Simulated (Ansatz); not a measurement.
Basis sets compared for `c1ccc(-c2ccc(-c3ccc(-c4ccc(-c5ccc(-c6ccc(-c7ccc(-c8ccc(-c9ccc(-c%10cccnc%10)nc9)nc8)nc7)nc6)nc5)nc4)nc3)nc2)nc1`. The state is a singlet with charge 0. Geometry PBE-D4/def2-SVP. Ansatz on 11 threads of AMD EPYC 7R13 on a shared host and a whole NVIDIA H100 80GB HBM3; times are rough, and most runs start from earlier orbitals.

```xyz
92

C    12.211    7.459   14.426
C    12.206    6.071   14.234
C    11.409    5.529   13.219
C    10.630    6.395   12.417
C     9.761    5.895   11.322
C     9.549    4.529   11.049
C     8.717    4.151    9.994
C     8.093    5.149    9.211
C     7.202    4.832    8.071
C     6.704    5.870    7.254
C     5.881    5.565    6.173
C     5.557    4.214    5.905
C     4.711    3.812    4.759
C     4.318    4.695    3.733
C     3.526    4.230    2.683
C     3.130    2.873    2.660
C     2.298    2.310    1.573
C     2.024    2.989    0.368
C     1.223    2.386   -0.602
C     0.695    1.096   -0.362
C    -0.172    0.402   -1.340
C    -0.381    0.852   -2.660
C    -1.235    0.148   -3.508
C    -1.883   -1.015   -3.031
C    -2.823   -1.802   -3.860
C    -3.527   -2.890   -3.299
C    -4.430   -3.609   -4.079
C    -4.631   -3.238   -5.430
C    -5.591   -3.929   -6.320
C    -5.747   -3.511   -7.660
C    -6.663   -4.156   -8.487
C    -7.430   -5.228   -7.972
C    -8.433   -5.959   -8.780
C    -9.213   -6.979   -8.195
C   -10.161   -7.654   -8.962
C   -10.331   -7.306  -10.322
C   -11.325   -7.967  -11.205
C   -11.409   -7.606  -12.567
C   -12.349   -8.236  -13.386
C   -13.185   -9.214  -12.820
N   -13.128   -9.573  -11.528
C   -12.223   -8.962  -10.752
N    -9.579   -6.336  -10.889
C    -8.673   -5.696  -10.149
N    -7.283   -5.634   -6.689
C    -6.403   -5.011   -5.905
N    -3.944   -2.209   -5.977
C    -3.081   -1.528   -5.224
N    -1.680   -1.457   -1.768
C    -0.859   -0.781   -0.966
N     0.952    0.441    0.794
C     1.722    1.022    1.713
N     3.493    2.023    3.649
C     4.249    2.475    4.647
N     6.011    3.219    6.701
C     6.794    3.520    7.735
N     8.295    6.462    9.468
C     9.089    6.814   10.478
N    10.644    7.734   12.607
C    11.409    8.241   13.578
H    12.822    7.929   15.212
H    12.820    5.412   14.867
H    11.402    4.443   13.051
H    10.028    3.748   11.658
H     8.563    3.084    9.779
H     6.983    6.904    7.504
H     5.485    6.376    5.545
H     4.635    5.748    3.742
H     3.212    4.924    1.890
H     2.443    3.987    0.174
H     1.004    2.922   -1.536
H     0.128    1.751   -3.037
H    -1.398    0.505   -4.534
H    -3.340   -3.138   -2.244
H    -4.978   -4.453   -3.638
H    -5.131   -2.672   -8.014
H    -6.785   -3.823   -9.527
H    -9.046   -7.215   -7.135
H   -10.765   -8.449   -8.503
H   -10.723   -6.832  -12.941
H   -12.437   -7.977  -14.452
H   -13.937   -9.732  -13.442
H   -12.213   -9.283   -9.695
H    -8.093   -4.921  -10.680
H    -6.338   -5.395   -4.872
H    -2.551   -0.707   -5.739
H    -0.710   -1.166    0.057
H     1.919    0.463    2.642
H     4.534    1.760    5.436
H     7.119    2.660    8.347
H     9.233    7.891   10.664
H    11.386    9.340   13.693
```

Single mean-field runs in def2-SVP, def2-TZVP are fitted with def2-universal-jkfit.

Binding counts from free atoms (C triplet, N quartet, H doublet) in the same basis, without a counterpoise term.

```csv
level,functions,energy (Eh),HOMO (eV),LUMO (eV),binding per atom (eV),wall time
PBE-D4/def2-SVP,1000,-2467.5314,-5.38,-3.27,5.72,8.5 s
PBE0-D4/def2-SVP,1000,-2467.6539,-6.15,-2.64,5.57,10 s
```

Estimate the rows for PBE-D4/def2-TZVP, PBE0-D4/def2-TZVP (with forces).


| level | functions | energy (Eh) | HOMO (eV) | LUMO (eV) | binding per atom (eV) | wall time |
| --- | --- | --- | --- | --- | --- | --- |
| PBE-D4/def2-TZVP | 2052 | -2470.1208 | -5.41 | -3.34 | 5.62 | 14 s |
| PBE0-D4/def2-TZVP (with forces) | 2052 | -2470.2277 | -6.12 | -2.67 | 5.47 | 25 s |
